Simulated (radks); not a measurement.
Question: The mean radii <r> (bohr) of the occupied orbitals of an atom or ion are listed with their occupations. All-electron calculation, scalar-relativistic Kohn-Sham, LB94 model potential, spin-polarised, spherical densities, finite nucleus; Fermi nuclear charge, rms radius of each element as measured or else 0.836 A^(1/3) + 0.57 fm. Program: a radial shooting solver on a logarithmic mesh with Libxc functionals.

| orbital | occ. | <r> |
|---|---|---|
| 1s | 2 | 0.04690 |
| 2s | 2 | 0.2094 |
| 2p | 6 | 0.1829 |
| 3s | 2 | 0.6259 |
| 3p | 6 | 0.6474 |
| 3d | 10 | 0.7144 |

Name the element and its charge. Open shells, if any, are filled with parallel spins first.

Answer: Z = 32, germanium, charge +4: Ge4+ in [Ar] 3d10. The 1s radius gives Z: for a bare nucleus <r> = (2 gamma + 1)/(2Z) with gamma = sqrt(1 - (Z/c)^2), 0.04601 bohr for Z = 32, and screening makes it slightly larger (0.04690 here). The occupations add up to 28, and the charge is Z minus that.
